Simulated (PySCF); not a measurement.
# Working out the ionisation energy of Pd⁺

Pd⁺ [Kr] 4d9 (2D) → Pd²⁺ [Kr] 4d8 (3F). All numbers are calculated (PySCF 2.14, a scalar-relativistic core potential, in def2-SVP with the def2 core potential (28 electrons) (5s3p2d1f, 31 functions)). Frozen: 4s2 4p6. Energies in hartree (1 hartree = 27.21139 eV):

| part | Pd⁺ (lower) | Pd²⁺ (upper) |
| --- | --- | --- |
| UHF | -126.769919 | -126.126907 |
| MP2 opposite-spin | -0.101118 | -0.071370 |
| MP2 same-spin | -0.062274 | -0.048006 |

Question: What does Hartree-Fock give?

Answer: (-126.126907) − (-126.769919) = 0.643012 hartree = 17.497 eV.

Question: What do MP2 and SCS-MP2 (6/5 opposite-spin, 1/3 same-spin) give?

Answer: The opposite-spin parts differ by 0.809 eV and the same-spin parts by 0.388 eV. MP2: 17.497 + (0.809) + (0.388) = 18.694 eV. SCS-MP2: 17.497 + 1.2 × (0.809) + (0.388)/3 = 18.597 eV.

Reference: 19.43 ± 0.12 eV (semi-empirical (NIST evaluation); NIST Atomic Spectra Database, ionization energies), between the lowest levels; spin-orbit coupling is absent from the calculation.

A double-zeta basis recovers only part of the correlation energy.

What remains against the reference includes basis incompleteness, the frozen core and correlation beyond second order.
